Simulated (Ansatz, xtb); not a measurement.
# C2H9BGeS: 4 structures ranked

4 gas-phase structures of C2H9BGeS, from a drawn sample of its isomers (lower ones may exist). Each was relaxed with GFN2-xTB; where two conformers were screened, the lower at r2SCAN-D4/def2-SVP//GFN2-xTB is listed:

A. `CSB[CH2][GeH3]`, a singlet
B. `CS[BH][GeH2][CH3]`, a singlet
C. `B[CH2][GeH2][S]C`, a singlet
D. `CCB[S][GeH3]`, a singlet

Make a reasoned guess at their ranking by r2SCAN-D4/def2-SVP//GFN2-xTB single-point energy.

Calculated order at r2SCAN-D4/def2-SVP//GFN2-xTB: D (0.0), A (12.3), B (17.5), C (27.4) kcal/mol.

Energies above the lowest of each column, in kcal/mol; the last columns are at r2SCAN-D4/def2-SVP geometries and were run for some of them only (a dash: not run or not comparable):

```tsv
structure	GFN2-xTB	HF/STO-3G	r2SCAN-D4/def2-SVP//GFN2-xTB	r2SCAN-D4/def2-SVP	CCSD(T)/def2-SVP + ΔMP2/def2-TZVPP
D	0.0	0.0	0.0	0.0	0.0
A	23.0	11.0	12.3	12.3	10.2
B	26.1	16.8	17.5	17.5	13.9
C	22.9	29.7	27.4	–	–
```

Every level run on D puts it lowest or level with the lowest. Flexible structures stand in one conformer each, not always the lowest. Frequencies (GFN2-xTB) were run for A, B, D alone. The ΔMP2 step shifts differences by up to 4.4 kcal/mol, which makes them less sure. ΔMP2 is the change of the MP2 energy from the smaller to the larger basis.

Over these structures GFN2-xTB departs from r2SCAN-D4/def2-SVP//GFN2-xTB by 6.0 kcal/mol on average once a common shift is removed. A GFN2-xTB relaxation took about 0.25 s and the r2SCAN-D4/def2-SVP//GFN2-xTB energy about 1.9 s on a shared host (Ansatz 0.2.0, xtb 6.7.1).
